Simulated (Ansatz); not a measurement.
Stepwise reaction of `[NH2][Ta](=[O])([OH])[OH]` with ammonia, as a gas-phase model of exchange steps in deposition or etching. ΔE in kJ/mol; ΔG adds harmonic PBE0-D4 terms to CCSD(T)/CBS, at 1 bar.

Calculated with Ansatz (gas phase, PBE0-D4/def2-TZVP geometries, no zero-point term in ΔE). CBS: MP2 limit from def2 TZ/QZ plus the TZ coupled-cluster correction, frozen cores. This one scheme is used for every species. Functionals use def2-TZVPP. B3LYP here is the variant with VWN-RPA as its local correlation; programs differ in this. def2 core potentials past Kr. For Ta outer-core shells are correlated without core-valence functions, which leaves a few kJ/mol of doubt a bond. Each species was taken in one conformer, which may not be the lowest.

| step | reaction | PBE-D4 | B3LYP-D4 | ωB97M-V | CCSD(T)/CBS | ΔG(600 K) |
| --- | --- | --- | --- | --- | --- | --- |
| 2 | `[NH2][Ta]([NH2])(=[O])[OH]` + NH₃ → `[NH2][Ta]([NH2])([NH2])=[O]` + H₂O | 56.2 | 58.7 | 59.1 | 53.1 | 52.1 |

(1) Give the row of step 1, `[NH2][Ta](=[O])([OH])[OH]` + NH₃ → `[NH2][Ta]([NH2])(=[O])[OH]` + H₂O. (An estimate is asked.)

(2) By hand: ΔE of the 2 steps together at CCSD(T)/CBS.

## Answers

(1) The calculation gave: 
| step | reaction | PBE-D4 | B3LYP-D4 | ωB97M-V | CCSD(T)/CBS | ΔG(600 K) |
| --- | --- | --- | --- | --- | --- | --- |
| 1 | `[NH2][Ta](=[O])([OH])[OH]` + NH₃ → `[NH2][Ta]([NH2])(=[O])[OH]` + H₂O | 41.4 | 43.1 | 43.0 | 37.2 | 35.6 |

(2) (37.2) + (53.1) = 90.3 kJ/mol, or 45.2 kJ/mol a step.

In ΔE each step is higher than the one before. All are uphill at CCSD(T)/CBS. ΔG lies between 35.6 and 52.1 kJ/mol a step. PBE-D4 differs from CCSD(T)/CBS by 3.1 to 4.2 kJ/mol a step. Isolated molecules leave out the surface, adducts and barriers. Largest T1 diagnostic: 0.020.
